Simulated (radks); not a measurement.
Values are calculated unless marked as measured or tabulated.
Numerical settings for the tantalum ion Ta+, [Xe] 4f14 5d3 6s1. Code: a radial shooting solver on a logarithmic mesh with Libxc functionals. Model: Dirac Kohn-Sham, PBE, spin-unpolarised, spherical densities, finite nucleus; open shells fill j = l - 1/2 first; Fermi nuclear charge, rms radius 5.3507 fm. The defaults (mesh step 0.008 in ln r, mesh end at 40 bohr or more with all orbitals vanishing there, Anderson mixing 0.5 over 9 steps, residual threshold near 1e-9 with the energy settled to 1e-9 hartree or 1e-11 of itself, here a cap of 68 iterations) give E = -15623.3311 hartree and 5d3/2 at -10.657 eV in 16 iterations. Run on one thread of a shared host, so times are rough (Intel(R) Xeon(R) Platinum 8488C): 0.2 s of CPU time, 0.2 s wall, 16 iterations on 2360 mesh points. Changes against that run (0 stands for a change within the tolerance of the run):

setting	iterations	converged	E (mhartree)	e(5d3/2) (meV)	CPU (s)
mesh step in ln r 0.12	4	no	diverged	-	0.01
mesh step in ln r 0.005	16	yes	0	0	0.3
mesh step in ln r 0.05	16	yes	-0.0158	0	0.05
mesh end (bohr) 3	14	level above zero	+1.64e+03	+1.44e+04	0.14
mesh end (bohr) 20	16	yes	0	0	0.19
residual threshold 1e-16	68	no	0	0	0.43
residual threshold 1e-13	31	yes	0	0	0.28
mixing 1.5	16	yes	0	0	0.19
linear mixing, mixing 0.05	68	no	+0.187	-109	0.72
linear mixing, mixing 1	68	no	+8.69e+05	+9.8e+03	2.7
mixing history 3	19	yes	0	0	0.21
iteration cap 8	8	no	+0.00555	+15.8	0.11

Settled on a wrong energy, with an occupied level pushed above zero by the early mesh end: mesh end (bohr) 3 (+1.64 hartree). Apart from these: no run marked as converged misses the energy by more than 1 mhartree. A mesh that ends early acts as a hard wall.
